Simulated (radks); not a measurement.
All-electron atom: Ir XXIV in [Kr] 4d9.5 4f8.5 (fractional occupations, a model configuration). All-electron calculation, scalar-relativistic Kohn-Sham, PBE, spin-polarised, spherical densities, finite nucleus; open shells are filled with parallel spins first (spin-orbit coupling, left out, can overturn this in heavy ions); Fermi nuclear charge, rms radius 5.4032 fm. Program: a radial shooting solver on a logarithmic mesh with Libxc functionals. Some entries of the table are withheld. Estimate them.

orbital,occ.,eigenvalue (eV),<1/r> (bohr^-1)
1s down,1,-76771.22,92.15
1s up,1,-76771.20,92.15
2s up,1,-13981.53,21.59
2s down,1,-13980.93,21.59
2p up,3,-12237.67,19.36
2p down,3,-12237.19,19.36
3s up,1,-3779.006,8.010
3s down,1,-3773.611,8.019
3p up,3,-3268.574,7.347
3p down,3,-3263.097,7.356
3d up,5,-2706.575,6.925
3d down,5,-2702.223,6.933
4s up,1,-1296.959,(1)
4s down,1,-1287.587,(2)
4p up,3,-1123.948,3.217
4p down,3,-1114.950,3.209
4d up,5,-912.8798,(3)
4d down,4.5,-904.0194,(4)
4f up,7,(5),2.636
4f down,1.5,(6),2.626

Answer. 
(1) 4s up <1/r> (bohr^-1): 3.517
(2) 4s down <1/r> (bohr^-1): 3.510
(3) 4d up <1/r> (bohr^-1): 2.936
(4) 4d down <1/r> (bohr^-1): 2.927
(5) 4f up eigenvalue (eV): -679.9055
(6) 4f down eigenvalue (eV): -670.5364
